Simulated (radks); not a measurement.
Q: Sb30+, 21 electrons, occupied as [Ar] 3d3. All-electron calculation, Dirac Kohn-Sham, PBE, spin-unpolarised, spherical densities, finite nucleus; open shells are shared between the two j in proportion to 2j + 1; Fermi nuclear charge, rms radius 4.6802 fm. Program: a radial shooting solver on a logarithmic mesh with Libxc functionals.

Spin-orbit splittings of the eigenvalues, e(l+1/2) - e(l-1/2), with zeta = 2 splitting/(2l+1) and mean radii in bohr:

| shell | occ. | splitting (eV) | zeta (eV) | <r> j=l-1/2 | <r> j=l+1/2 |
|---|---|---|---|---|---|
| 2p | 6 | 254.7 | 169.8 | 0.1025 | 0.1079 |
| 3p | 6 | 56.47 | 37.65 | 0.2953 | 0.3042 |
| 3d | 3 | ? | ? | 0.2684 | 0.2712 |

Estimate the 3d splitting.

A: 12.77 eV (zeta = 5.109 eV).
